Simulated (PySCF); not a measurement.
C4H7BF2, SMILES CB(F)/C=C(\F)C.

Coordinates come from a B3LYP-D3(BJ)/def2-SVP optimisation. The structure was generated by enumeration; whether it is a known compound was not checked. Other conformers were not sampled.

Calculation: PBE/def2-TZVP in PySCF.

The molecule is in vacuum.

```json
{
  "total_energy": "-380.94491 hartree",
  "highest_occupied_level": "-6.51 eV",
  "lowest_empty_level": "-2.14 eV",
  "orbital_gap": "4.36 eV",
  "dipole_moment": "2.73 D",
  "quadrupole, principal values (traceless, Buckingham form, about the centre of nuclear charge)": "-4.38, -0.93, 5.30 D·Å",
  "mean_static_polarisability": "68.4 bohr³ (10.14 Å³)",
  "polarisability_principal_values": "48.1, 60.1, 97.1 bohr³"
}
```
